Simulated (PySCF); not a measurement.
```xyz
4
charge 0 multiplicity 4, angstrom
W     0.0000    0.0000    0.0078
H     1.6402    0.0000   -0.4773
H    -0.8201    1.4204   -0.4773
H    -0.8201   -1.4204   -0.4773
```

These are results of UPBE0/[W def2-TZVP with ECP60, H def2-TZVP], scalar-relativistic core potentials, density fitting, no spin–orbit coupling, PySCF, not measurements.

This geometry of WH₃ is a stationary point at this level.

What is the point group?

C3v.

Is it a minimum?

Yes: all harmonic wavenumbers are real.

Which band is strongest in the infrared?

1955 cm⁻¹ (e), 482 km/mol.

What are the dipole moment and the gap between the highest occupied and lowest empty levels of either spin?

1.65 D and 4.46 eV.

This need not be the most stable arrangement of these atoms. Open d and f shells are described by one determinant, and the ground state may have another occupation or spin. No spin–orbit coupling is included, which matters more the heavier the element.
